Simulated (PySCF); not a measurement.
## Where the electron goes

Compound: gallium monofluoride, GaF (singlet state).
SMILES with atom numbers: `[F:1][Ga:2]`

The calculation used TDDFT CAM-B3LYP/aug-cc-pVTZ, vertical, gas phase, core orbitals frozen in the response (PySCF 2.14.0, density-fitted response routines). Geometry: PBE0-D3(BJ)/def2-TZVP; no solvent, vibrations or thermal averaging. Relativistic effects, spin–orbit coupling among them, are left out although an element past zinc is present.

Frontier orbitals with the atoms that hold most of them (Löwdin shares over 4%, at most four atoms):

| orbital | ε (eV) | atoms |
| --- | --- | --- |
| HOMO-3 | -14.00 | F1 77%, Ga2 23% |
| HOMO-2 | -12.15 | F1 91%, Ga2 9% |
| HOMO-1 | -12.15 | F1 91%, Ga2 9% |
| HOMO | -9.25 | Ga2 77%, F1 23% |
| LUMO | -0.67 | Ga2 92%, F1 8% |
| LUMO+1 | -0.67 | Ga2 92%, F1 8% |
| LUMO+2 | 0.41 | Ga2 99% |

Within 0.005 eV of a neighbour in this list lie HOMO-2/HOMO-1 and LUMO/LUMO+1 (point group found: C∞v).

Q: How does S1 compare with the orbital gap of 8.57 eV?

A: S1 is at 5.70 eV (f = 0.259), 2.87 eV below the gap, made of HOMO→LUMO/LUMO+1 (≥96%). S1/S2 lie within about 0.01 eV of each other. 

Next come S2 at 5.70 eV (f 0.259), HOMO→LUMO/LUMO+1 (≥96%); S3 at 7.20 eV (f 0.340), HOMO→LUMO+3 (59%), HOMO→LUMO+2 (31%); S4 at 7.53 eV (f 0.0026), HOMO→LUMO+2 (67%), HOMO→LUMO+3 (30%); S5 at 7.73 eV (f 0.0000), HOMO-2/HOMO-1→LUMO/LUMO+1 (≥79%).

Orbitals of the list HOMO-3 to LUMO+2 that lie within 0.01 eV of each other are written together with a slash and their weights summed (≥ marks a lower bound); for degenerate orbitals outside that list single weights are arbitrary.
